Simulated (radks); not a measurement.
The numbers below are computed, except where a source is named.
Isoelectronic series with 8 electrons, all held in the configuration [He] 2s2 2p4, which need not be the ground one along the series. Level of theory: scalar-relativistic Kohn-Sham, r2SCAN, spin-polarised, spherical densities, finite nucleus; open shells are filled with parallel spins first; meta-GGA in the generalised Kohn-Sham scheme; Fermi nuclear charge, rms radius of each element as measured or else 0.836 A^(1/3) + 0.57 fm (a radial shooting solver on a logarithmic mesh with Libxc functionals). Total energies (hartree) and orbital eigenvalues (eV):

| ion | E (hartree) | 2p down | 2p up | 2s down | 2s up |
|---|---|---|---|---|---|
| K11+ | -534.42551 | -597.3812 | -614.4015 | -666.3916 | -680.0014 |
| Ca12+ | -597.54607 | -692.4029 | -710.5881 | -766.7167 | -781.1785 |
| Sc13+ | -664.26181 | -794.3117 | -813.6624 | -874.0615 | -889.3763 |
| Ti14+ | -734.58310 | -903.1159 | -923.6327 | -988.4498 | -1004.619 |
| V15+ | -808.52089 | -1018.825 | -1040.508 | -1109.907 | -1126.932 |
| Cr16+ | -886.08667 | -1141.448 | -1164.300 | -1238.461 | -1256.343 |
| Mn17+ | -967.29260 | -1270.997 | -1295.017 | -1374.140 | -1392.881 |
| Fe18+ | -1052.15156 | -1407.484 | -1432.673 | -1516.976 | -1536.579 |
| Co19+ | -1140.67689 | -1550.921 | -1577.281 | -1667.002 | -1687.468 |
| Ni20+ | -1232.88289 | -1701.321 | -1728.852 | -1824.253 | -1845.585 |
| Cu21+ | -1328.78371 | -1858.698 | -1887.402 | -1988.765 | -2010.965 |
| Zn22+ | -1428.39530 | -2023.067 | -2052.945 | -2160.577 | -2183.648 |
